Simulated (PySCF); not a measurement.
Computed isotropic EPR data: UKS B3LYP (pcH-1 on C H N O S) in PySCF, non-relativistic with spin–orbit coupling as a perturbation, on GFN2-xTB geometries; isolated species, one conformer each; SCF stability not tested; the geometry of S=C1[C]=CC=C1 has an imaginary frequency at that level. Magnitudes for isotopes of over 50 % abundance, averaged over nuclei equivalent by connectivity (but not across a short bond from an atom whose three angles sum to over 350°); splittings under 0.05 mT are left out. A main spin site holds 60 % or more of the largest population. The geometries weren't refined by DFT: couplings that depend on bond lengths, twists or pyramidal angles can differ widely from those at the functional's own minimum.

Problem. Match radicals and spectra.

1. `C1=CC=[C]C1=S` [radical]
2. `C[N]C` [radical]
3. `CC1=CC(=O)C(=O)[CH]C1` [radical]

A. g = 2.0060; 2 × (I = 1/2) 2.56 mT, 1 × (I = 1/2) 1.65 mT, 3 × (I = 1/2) 0.09 mT; width 7.0 mT
B. g = 2.0028; 1 × (I = 1/2) 1.42 mT, 1 × (I = 1/2) 0.55 mT, 1 × (I = 1/2) 0.28 mT; width 2.2 mT
C. g = 2.0045; 6 × (I = 1/2) 3.33 mT, 1 × (I = 1) 1.28 mT; width 22.5 mT

Solution. 1–B, 2–C, 3–A.

1. The largest Mulliken spin population is on carbon bonded to 2 C (1.09). The largest splitting, a 1:1 doublet of 1.42 mT, comes from one 1H nucleus (2 bonds from the main spin site, on an atom of spin population -0.18); 8 first-order lines in all.
2. The largest Mulliken spin population is on nitrogen bonded to 2 C (0.90). The largest splitting, a 1:6:15:20:15:6:1 septet of 3.33 mT, comes from six 1H nuclei (2 bonds from the main spin site); 21 first-order lines in all.
3. The largest Mulliken spin population is on carbon bonded to 2 C and H (0.75). The largest splitting, a 1:2:1 triplet of 2.56 mT, comes from two 1H nuclei (β, 2 bonds from the main spin site); 24 first-order lines in all.

Means can hide wide spreads in the frozen geometry: C[N]C, 6 × 1H from 3 to 166 MHz (mean 93).
